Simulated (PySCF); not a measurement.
A rate constant, worked out

An elementary step of SiH2OF2, closed shell (SiH₂OF₂ ([OH][SiH]([F])[F]) → SiF₂ + H₂O; Si–O, Si–H broken or loosened, O–H formed or tightened). The start structure is the reactant molecule, and the electronic barrier above it is 3.667 eV by CCSD(T) at an estimated basis limit (MP2 extrapolated from triple and quadruple zeta, plus CCSD(T) − MP2 in triple zeta). Computed with PySCF 2.14 with density fitting (its default auxiliary sets; JK sets also for MP2 and CCSD(T)) (basis: def2-TZVPP and def2-QZVPP); correlated methods freeze the cores. Extrapolation: Hartree–Fock as exp(−7.88 √X), correlation as X^−2.97. Harmonic wavenumbers (analytic Hessian with the translational sum rule) at PBE0-D4/def2-TZVP (PySCF 2.14 with density fitting (its default auxiliary sets; JK sets also for MP2 and CCSD(T))), in cm⁻¹:

Start: 175, 311, 331, 396, 758, 831, 840, 889, 963, 1006, 2353, 3928.

Saddle: 1493i, 211, 268, 337, 383, 617, 694, 861, 908, 1048, 1921, 3746.

(1) Work out the transition-state-theory rate constant at 900 K from these numbers alone (harmonic vibrations; rotation, path degeneracy and anharmonicity left out), and the Wigner tunnelling factor. Use 1 cm⁻¹ = 1.2398 × 10⁻⁴ eV and k_B = 8.617 × 10⁻⁵ eV/K.

No T1 diagnostic of these runs exceeds 0.015. The restricted Hartree–Fock reference is unstable towards an unrestricted one at one or more of these structures.

Results:

(1) Zero-point energies, half the sums: start 12781/2 cm⁻¹ = 0.7923 eV; saddle, real modes only, 10994/2 cm⁻¹ = 0.6815 eV.
Barrier with zero-point energy: 3.667 + 0.6815 − 0.7923 = 3.5562 eV.
k_BT = 0.07756 eV, so the barrier is 45.85 k_BT.
Vibrational partition functions from the zero-point level, ln q = −Σ ln(1 − exp(−hν/k_BT)): start 5.724, saddle 5.644.
k = (k_BT/h) exp(ln q‡ − ln q) exp(−E0/k_BT), with log₁₀(k_BT/h in s⁻¹) = 13.27: log₁₀ k = 13.27 + (-0.080 − 45.85)/2.3026 = -6.68, so k ≈ 2 × 10^(-7) s⁻¹.
Wigner factor: 1 + (hν‡/k_BT)²/24 = 1 + (2.39)²/24 = 1.24. A change of 1 kcal/mol (0.043 eV) in the barrier would change k by a factor of 1.7 at this temperature.

Losses and insertions of silylenes and their heavier kin drive the gas-phase chemistry of silicon and germanium vapour deposition.

Labels in which every atom is bracketed show which atoms are joined, not bond orders.

For scale, one of the runs: CCSD(T)/def2-TZVPP, 163 basis functions, launched by `OMP_NUM_THREADS=4 python run.py`. Time: 2.7 min of wall clock on 4 CPU threads of an Arm Neoverse V2; the host was shared. Peak host memory: 1.6 GiB.
